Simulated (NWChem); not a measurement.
System: C₂H₂BrF; SMILES C(Br)(=C)F

Results from NWChem. Pople sets run with spherical d functions. STO-3G and 3-21G are far too small for this property and stand as cheap habits. Structure relaxed at the PBE0/def2-SVP level. Field at 589 nm.

**Question.** Among these, which level gives the lowest value of “anisotropy (bohr³)”?
(A) B3LYP/aug-cc-pVDZ
(B) B3LYP/def2-SVPD
(C) B3LYP/6-31G*
(D) B3LYP/STO-3G

**Answer.** D, B3LYP/STO-3G. Values: B3LYP/STO-3G 25.9; B3LYP/def2-SVPD 28.3; B3LYP/aug-cc-pVDZ 29.0; B3LYP/6-31G* 32.9
